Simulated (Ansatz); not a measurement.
The same redistribution along the group Ti, Zr, Hf.

Computed with Ansatz on PBE0-D4/def2-TZVP structures; ΔE is electronic, products minus reactants. CBS: MP2 limit from def2 TZ/QZ plus the TZ coupled-cluster correction, frozen cores. DFT in def2-TZVPP. B3LYP here is the variant with VWN-RPA as its local correlation; programs differ in this. Elements past krypton have def2 core potentials. For Hf, Se, Ti, Zr outer-core shells are correlated without core-valence functions, which leaves a few kJ/mol of doubt a bond. Scalar relativity is left out up to krypton. Each species was taken in one conformer, which may not be the lowest.

| reaction | B3LYP-D4 (kJ/mol) | MP2/CBS(def2) (kJ/mol) |
| --- | --- | --- |
| `[F][Ti]([F])([F])[SH]` + `[OH][Al]([OH])[SeH]` → `[OH][Ti]([F])([F])[SH]` + `[OH][Al]([F])[SeH]` | -13 | -22 |
| `[F][Zr]([F])([F])[SH]` + `[OH][Al]([OH])[SeH]` → `[OH][Zr]([F])([F])[SH]` + `[OH][Al]([F])[SeH]` | -7 | -14 |
| `[F][Hf]([F])([F])[SH]` + `[OH][Al]([OH])[SeH]` → `[OH][Hf]([F])([F])[SH]` + `[OH][Al]([F])[SeH]` | -7 | -14 |

(1) Give the CCSD(T)/CBS values in the same order. (Estimate.)

Largest T1 diagnostic: 0.025, for `[F][Ti]([F])([F])[SH]`.

## Answers

(1) Ansatz gave: -20, -12, -12 kJ/mol.
